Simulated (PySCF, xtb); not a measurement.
CdHBr, SMILES [Br][CdH].

GFN2-xTB in xtb at its own geometry gives an orbital gap of 5.71 eV and a dipole moment of 4.78 D.

The structure is a stationary point at B3LYP-D3(BJ)/def2-TZVP. The def2 effective core potentials stand for the cores of Cd; spin–orbit coupling is left out.

**Question.** What does PySCF with r2SCAN/def2-TZVPD give? (The exact figures need the calculation; the answer reports its results.)

**Answer.** gap 5.52 eV (levels -7.15 and -1.63 eV), dipole 2.27 D.
